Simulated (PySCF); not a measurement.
H8N2OSi2, SMILES N[SiH2]N[SiH2]O.

Geometry optimised at PBE-D3(BJ)/def2-SVP. The structure was generated by enumeration, and PubChem lists no compound with its InChIKey, so it may never have been made. One conformer was computed; it need not be the lowest.

All values below come from PBE/def2-TZVP (PySCF).

Computed frontier levels, gap, dipole moment and polarisability:
| Item | Value |
|---|---|
| highest occupied level | -6.01 eV |
| lowest empty level | -0.58 eV |
| orbital gap | 5.42 eV |
| dipole moment | 2.33 D |
| quadrupole, principal values (traceless, Buckingham form, about the centre of nuclear charge) | -14.35, 6.08, 8.27 D·Å |
| mean static polarisability | 73.4 bohr³ (10.88 Å³) |
| polarisability, principal values | 64.0, 68.7, 87.6 bohr³ |
